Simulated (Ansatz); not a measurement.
Cu2O⁺, relaxed as a doublet with UKS r2SCAN-D4/def2-TZVP in Ansatz, starting from the r2SCAN-D4/def2-TZVP geometry of the neutral singlet. Force threshold 0.02 eV/Å.

The structure comes from a short search, and lower isomers may exist.

Start:

```xyz
3

Cu   -0.101    1.245   -0.345
Cu    0.113   -1.193   -0.494
O    -0.012   -0.052    0.838
```

(1) Estimate the energy that the relaxation releases and the steps that it takes.

(2) Does the start keep its bonding and symmetry?

(3) Predict the relaxed structure.

Results:

(1) 0.21 eV, in 7 steps; 37 s on 2 threads of Arm Neoverse V1 on a shared host. No frequencies were taken in this run, so the end may be a saddle point.

(2) By distances, no bond broke or formed, bridged metal pairs apart. The bond that changes most is Cu1–O3, from 1.76 to 1.76 Å (atoms count from 1). Metal–metal contacts that move far: Cu1–Cu2 2.45 to 3.23 Å. Point group C2v at the start, C2v at the end, both within 0.05 Å.

(3) 
```xyz
3

Cu   -0.138    1.622   -0.132
Cu    0.144   -1.594   -0.329
O    -0.006   -0.029    0.462
```
Bond lengths (bridged metal pairs left out): 2 × Cu–O 1.76 Å.
